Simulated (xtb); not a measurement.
In(Cl)(Br)(OH) (BrClHInO), SMILES [OH][In]([Br])[Cl]. All values are semi-empirical tight-binding results from xtb (GFN2-xTB unless named), good for trends rather than for accurate numbers. Coordinates come from a GFN2-xTB optimisation. The structure was generated by enumeration; whether it is a known compound was not checked. Other conformers were not sampled.

For metal compounds this method's bond lengths and energies can be far off.

```
Item                                            Value
-------------------------------------  --------------
point group as xtb finds it                        Cs
orbital gap                                   2.94 eV
zero-point energy                        8.3 kcal/mol
G − E(el) at 298.15 K (modified RRHO)  -13.2 kcal/mol
```
